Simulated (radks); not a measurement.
Results of a calculation; reference values are marked as such.
Isoelectronic series with 8 electrons, each ion in its NIST ground configuration. Code: a radial shooting solver on a logarithmic mesh with Libxc functionals. Model: scalar-relativistic Kohn-Sham, PBE, spin-polarised, spherical densities, point nucleus; open shells are filled with parallel spins first (spin-orbit coupling, left out, can overturn this in heavy ions). Total energies (hartree) and mean radii <r> (bohr):

| ion | configuration | E (hartree) | 2p down | 2p up | 2s down | 2s up |
|---|---|---|---|---|---|---|
| O | [He] 2s2 2p4 | -75.05760 | 1.335 | 1.231 | 1.159 | 1.128 |
| Al5+ | [He] 2s2 2p4 | -230.62910 | 0.5441 | 0.5350 | 0.5889 | 0.5824 |
| Ar10+ | [He] 2s2 2p4 | -474.78026 | 0.3496 | 0.3462 | 0.3932 | 0.3905 |
| V15+ | [He] 2s2 2p4 | -808.37078 | 0.2578 | 0.2561 | 0.2946 | 0.2931 |
| Ni20+ | [He] 2s2 2p4 | -1232.69013 | 0.2041 | 0.2030 | 0.2350 | 0.2341 |
| As25+ | [He] 2s2 2p4 | -1749.42064 | 0.1687 | 0.1680 | 0.1950 | 0.1944 |
| Sr30+ | [He] 2s2 2p4 | -2360.66259 | 0.1436 | 0.1431 | 0.1662 | 0.1658 |
| Tc35+ | [He] 2s2 2p4 | -3068.97615 | 0.1249 | 0.1245 | 0.1444 | 0.1441 |
| Cd40+ | [He] 2s2 2p4 | -3877.43797 | 0.1103 | 0.1100 | 0.1274 | 0.1271 |
| I45+ | [He] 2s2 2p4 | -4789.71490 | 0.09860 | 0.09836 | 0.1136 | 0.1133 |
| Ce50+ | [He] 2s2 2p4 | -5810.1599 | 0.08903 | 0.08883 | 0.1021 | 0.1020 |
| Eu55+ | [He] 2s2 2p4 | -6943.9374 | 0.08103 | 0.08086 | 0.09250 | 0.09236 |
| Er60+ | [He] 2s2 2p4 | -8197.1878 | 0.07423 | 0.07410 | 0.08423 | 0.08411 |
| Ta65+ | [He] 2s2 2p4 | -9577.2483 | 0.06839 | 0.06827 | 0.07703 | 0.07693 |
| Pt70+ | [He] 2s2 2p4 | -11092.9527 | 0.06329 | 0.06319 | 0.07068 | 0.07060 |
